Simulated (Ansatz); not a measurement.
```yaml
crystal:
  periodic: [false, false, false]
  atoms:
    - {symbol: O, position_ang: [0.064309, -0.874367, -0.823072]}
    - {symbol: Si, position_ang: [-0.149418, -0.174726, 0.708079]}
    - {symbol: O, position_ang: [0.779746, -0.849549, 1.862915]}
    - {symbol: O, position_ang: [-1.688618, -0.520200, 1.104176]}
    - {symbol: O, position_ang: [0.259201, 1.310098, 0.290927]}
    - {symbol: Ga, position_ang: [0.430674, 1.165799, -1.571123]}
    - {symbol: H, position_ang: [-0.539057, -1.558541, -1.120611]}
    - {symbol: H, position_ang: [1.665309, -0.493050, 1.951292]}
    - {symbol: H, position_ang: [-1.874470, -0.673051, 2.031389]}
    - {symbol: H, position_ang: [1.913434, 1.151630, -2.057877]}
    - {symbol: H, position_ang: [-0.861130, 1.515957, -2.376095]}
basis:
  gaussian: {orbitals: aug-cc-pVDZ, final_grid: {core_spheres: 5, valence_spheres: 4, degree: 11}}
magnetization: {spin_polarized: true, initial_magnetization: 1}
hamiltonian: {xc: {name: HSE06}}
accuracy: high
scf: {lower_state_search: full}
output: {forces: true}
```

```sh
$ ansatz run in.yaml --threads 2 --pin off --events-out ev --progress --plain --max-ram 32768MiB --backend cpu
```

Shortened log:

```
Error: a molecule whose nuclei and cores have a total charge of 82 cannot have a net charge of 0 together with 1 unpaired electrons
```

In this input the number of unpaired electrons doesn't fit the electron count. The program refused the input.
